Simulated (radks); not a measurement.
These are the eigenvalues of the occupied orbitals of an atom or ion with whole-number occupations (hartree). All-electron calculation, Dirac Kohn-Sham, PBE, spin-unpolarised, spherical densities, point nucleus. Program: a radial shooting solver on a logarithmic mesh with Libxc functionals.

orbital  eigenvalue
1s1/2     -931.0877
2s1/2     -137.7145
2p1/2     -128.0260
2p3/2     -121.5832
3s1/2     -25.87463
3p1/2     -22.02217
3p3/2     -20.88487
3d3/2     -14.06854
3d5/2     -13.83949
4s1/2      -4.23201
4p1/2      -3.01088
4p3/2      -2.81943
4d3/2      -0.95285
4d5/2      -0.92886
5p1/2      -0.35975

Which element is it, and in what charge state? The configuration may be excited. Open shells, if any, fill j = l - 1/2 first.

Answer. Z = 47, silver, charge +1: Ag+ in [Kr] 4d8 5p2. The list shows which subshells hold electrons but not how many an open one holds; the 1s level, -931.09 hartree, gives Z - s = 43.2 by -(Z - s)^2/2, which with screening and relativity narrows Z to a few neighbours, and the depths of the outer levels then fix element, charge and occupations together.
